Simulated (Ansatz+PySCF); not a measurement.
The numbers below are computed, except where a source is named.
## PySCF 2.14.0 run

```python
from pyscf import gto, scf, cc

mol = gto.M(atom="""
Be 0.000000 0.000000 -0.293440
H 0.000000 0.000000 1.173780
""", basis='def2-svp', charge=0, spin=1)
mf = scf.UHF(mol)
mf.kernel()
mycc = cc.CCSD(mf, frozen=None).run()
et = mycc.ccsd_t()
print(mf.e_tot, mycc.e_corr, et, mycc.e_tot + et)
```

The script is written out from the run's settings.

Output:

| Item | Value |
| --- | --- |
| Converged | yes |
| Reference energy | -15.13092 hartree |
| CCSD correlation energy | -0.03361 hartree |
| Triples correction | -0.00032 hartree |
| Total energy | -15.16484 hartree |
